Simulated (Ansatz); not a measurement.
Two isomers of Cl2H4O2Si2: A = `O[Si](O)(Cl)[SiH2]Cl`, B = `O[SiH](Cl)O[SiH2]Cl`.

Calculated with Ansatz (gas phase, PBE0-D4/def2-TZVP geometries, no zero-point term in ΔE). CBS: MP2 limit from def2 TZ/QZ plus the TZ coupled-cluster correction, frozen cores. Functionals use def2-TZVPP. B3LYP here is the variant with VWN-RPA as its local correlation; programs differ in this. Each species was taken in one conformer, which may not be the lowest.

A:

```xyz
10

O    -1.753   -0.791    0.145
Si   -0.292   -0.237    0.623
O     0.517   -1.455    1.332
Cl   -0.608    1.326    1.935
Si    1.018    0.563   -1.135
Cl   -0.160    1.941   -2.127
H    -2.436   -0.146   -0.050
H     0.091   -1.950    2.036
H     1.382   -0.504   -2.099
H     2.241    1.253   -0.661
```

B:

```xyz
10

O    -1.8560    0.9170    0.7689
Si   -0.3168    0.6700    1.2132
Cl    0.8452    2.2848    0.7132
O     0.3353   -0.6346    0.4858
Si    0.8330   -1.1443   -0.9770
Cl   -0.4178   -0.3750   -2.4200
H    -2.0509    1.0789   -0.1568
H    -0.2996    0.4731    2.6652
H     0.7327   -2.6150   -1.0236
H     2.1948   -0.6549   -1.2690
```

(1) Which isomer does CCSD(T)/CBS put lower? Give the gap. (Best estimate.)

(2) Give E(B) − E(A) in kJ/mol with B3LYP, CCSD(T)/def2-TZVPP, PBE-D4, B2PLYP, PBE0-D4, r2SCAN-D4, HF/def2-TZVPP. (An estimate is asked.)

Largest T1 diagnostic: 0.011.

Results:

(1) The calculation gave: B, by 131.8 kJ/mol.

(2) Computed: B3LYP -127.9, CCSD(T)/def2-TZVPP -133.1, PBE-D4 -103.3, B2PLYP -134.0, PBE0-D4 -113.2, r2SCAN-D4 -125.2, HF/def2-TZVPP -154.6. None reverses the order clearly.

In def2-TZVPP, CCSD(T) changes the Hartree–Fock value by +21.5 kJ/mol (the triples alone add +3.1 kJ/mol) and MP2 by +15.3 kJ/mol. From PBE to PBE0 (25 % exact exchange), in def2-TZVPP and without D4, E(B) − E(A) moves by −9.8 kJ/mol.
